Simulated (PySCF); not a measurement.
C3H6BFO2, SMILES OB(O)C1(F)CC1.

The structure is a stationary point at B3LYP-D3(BJ)/def2-SVP. This is a generated structure with no PubChem entry under its InChIKey; it may be hypothetical. One conformer was computed; it need not be the lowest.

Two levels are set side by side: PBE/def2-TZVP (PySCF) and ωB97X/def2-TZVP (PySCF). Same geometry, gas phase. Differences are taken from unrounded values.

```tsv
quantity	ωB97X	PBE	PBE minus ωB97X
orbital gap (eV)	13.48	6.73	-6.75
highest occupied level (eV)	-10.58	-6.71	3.87
lowest empty level (eV)	2.89	0.02	-2.88
dipole moment (D)	0.55	0.47	-0.07
mean polarisability (bohr³)	53.5	56.6	3.1
```

Without exact exchange PBE keeps part of each electron's self-repulsion, which lifts occupied levels and narrows the gap. PBE's more diffuse valence density responds more strongly to a field. Differences between two approximate levels are no errors against the true value.

Rough cost on one machine, each run with all the roots and properties that it gave: ωB97X against PBE within a factor of 2.
